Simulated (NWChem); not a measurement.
**Ionisation of C2H5Se2**

```xyz
9

C      2.1467     0.3378     0.8485
Se     1.0526    -0.5497    -0.3395
Se    -1.0226     0.6421    -0.1498
C     -2.0245    -0.6429     0.9570
H      3.1865     0.5389     0.5472
H      1.7492     0.7418     1.7912
H     -3.0539    -0.2392     1.0324
H     -2.0551    -1.6337     0.4678
H     -1.5813    -0.7201     1.9666
```
Charge 0, spin multiplicity 2.

Everything below was run with NWChem. The geometry was optimised at UPBE/def2-SVP, with no frequency check, so it may be a saddle point. It is one conformer; others weren't searched.

Basis set: def2-TZVP. The species with one electron less has spin multiplicity 1 and keeps the geometry of the parent. Δ marks differences of total energies (open shells unrestricted). −ε marks an orbital energy of the parent. That orbital need not have the symmetry of the hole or added electron in the Δ rows. That singlet is a closed-shell solution.

The Hamiltonian is non-relativistic. B3LYP has NWChem's definition, with VWN1-RPA local correlation. The structure started from a generated list of species. The stability of the SCF solutions was not checked.

Q: For the first vertical ionisation energy, ΔB3LYP gives 7.47 eV and −ε(alpha HOMO) of B3LYP gives 5.34 eV. What do −ε(alpha HOMO) of PBE, −ε(alpha HOMO) of TPSS, −ε(alpha HOMO) of CAM-B3LYP give?

A: −ε(alpha HOMO) of PBE: 4.44 eV; −ε(alpha HOMO) of TPSS: 4.55 eV; −ε(alpha HOMO) of CAM-B3LYP: 6.85 eV.
